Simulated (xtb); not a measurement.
Si(Br)2(Me)(NH2) (CH₅Br₂NSi), SMILES N[Si](Br)(C)Br. All values are semi-empirical tight-binding results from xtb (GFN2-xTB unless named), good for trends rather than for accurate numbers. The structure is a stationary point at GFN2-xTB. This is a generated structure with no PubChem entry under its InChIKey; it may be hypothetical. The values are those of a single conformer.

```yaml
point_group_as_xtb_finds_it: Cs
orbital_gap: 6.31 eV
zero_point_energy: 40.4 kcal/mol
G − E(el) at 298.15 K (modified RRHO): 18.0 kcal/mol
static polarisability (D4 model): 91.6 bohr³
solvation energy, GFN2-xTB/ALPB(water): -5.1 kcal/mol
solvation energy, GFN2-xTB/ALPB(ether): -9.2 kcal/mol
```
